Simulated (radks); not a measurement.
Task: Valence configurations of Te+ (all share [Kr]). Calculated with a radial shooting solver on a logarithmic mesh with Libxc functionals: scalar-relativistic Kohn-Sham, PBEsol, spin-polarised, spherical densities, finite nucleus; open shells are filled with parallel spins first (spin-orbit coupling, left out, can overturn this in heavy ions); Fermi nuclear charge, rms radius 4.7423 fm. Order these by energy: 4d10 5s1 5p4; 4d7 5s2 5p6; 4d9 5s2 5p4; 4d10 5p5; 4d10 5s1.5 5p3.5; 4d10 5s2 5p3; 4d9.5 5p5.5; 4d8 5s2 5p5; 4d9.5 5s2 5p3.5.

Result: From the lowest, in eV above it: 4d10 5s2 5p3 0.000; 4d10 5s1.5 5p3.5 4.949; 4d10 5s1 5p4 9.905; 4d9.5 5s2 5p3.5 19.528; 4d10 5p5 21.443; 4d9 5s2 5p4 40.098; 4d9.5 5p5.5 41.320; 4d8 5s2 5p5 84.430; 4d7 5s2 5p6 133.06. NIST lists [Kr] 4d10 5s2 5p3 as the ground configuration; this level of theory agrees among the configurations tried. The energies are those of spherical high-spin densities, not of single terms.
